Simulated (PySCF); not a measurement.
These 4 structures share the formula C8H14. Level of theory: PBE0-D3(BJ)/def2-SVP geometry optimisation, gas phase in PySCF 2.14.0. One conformer each; no zero-point energy, no entropy. No frequencies were run at this level. Point groups hold within 0.08 Å.

Question: Rank from lowest to highest electronic energy at this level (kJ/mol).
A. `[CH2:1]1[CH2:2][CH2:3][C:4]2([CH2:5][CH2:6]1)[CH2:7][CH2:8]2` with C6–C1–C2–C3 -55°, C1–C2–C3–C4 54°, C2–C3–C4–C5 -54°, C3–C4–C5–C6 54°
B. `[CH2:1]=[CH:2][CH2:3][CH:4]1[CH2:5][CH2:6][CH2:7][CH2:8]1` with C1–C2–C3–C4 -119°, C2–C3–C4–C5 -178°, C3–C4–C5–C6 -166°, C4–C5–C6–C7 28°, C5–C6–C7–C8 -4°, C6–C7–C8–C4 -21° (allylcyclopentane)
C. `[CH2:1]1[CH2:2][C@H:3]2[CH2:4][CH2:5][CH2:6][C@H:7]2[CH2:8]1` with C8–C1–C2–C3 -40°, C1–C2–C3–C4 -91°, C2–C3–C4–C5 140°, C3–C4–C5–C6 -40°
D. `[CH:1]1=[CH:2]/[CH2:3][CH2:4][CH2:5][CH2:6][CH2:7][CH2:8]/1` with C1–C2–C3–C4 86°, C2–C3–C4–C5 -49°, C3–C4–C5–C6 80°, C4–C5–C6–C7 -112°

Answer: C (0.0), A (63.9), B (100.8), D (136.5).

As drawn, the highest has a C=C bond outside aromatic rings, which the lowest lacks.

```json
{"SMILES": "C1C[C@H]2CCC[C@H]2C1", "E (Eh)": "-312.71226", "E rel (kJ/mol)": "0.0", "dipole (D)": "0.08", "point group": "Cs", "A, B, C (MHz)": "3453, 1984, 1527"}
{"SMILES": "C1CCC2(CC1)CC2", "E (Eh)": "-312.68791", "E rel (kJ/mol)": "63.9", "dipole (D)": "0.19", "point group": "Cs", "A, B, C (MHz)": "3524, 1756, 1422"}
{"SMILES": "C=CCC1CCCC1", "E (Eh)": "-312.67386", "E rel (kJ/mol)": "100.8", "dipole (D)": "0.39", "point group": "C1", "A, B, C (MHz)": "4761, 1112, 970.1"}
{"SMILES": "C1=C/CCCCCC/1", "E (Eh)": "-312.66028", "E rel (kJ/mol)": "136.5", "dipole (D)": "0.85", "point group": "C2", "A, B, C (MHz)": "2954, 1954, 1325"}
```
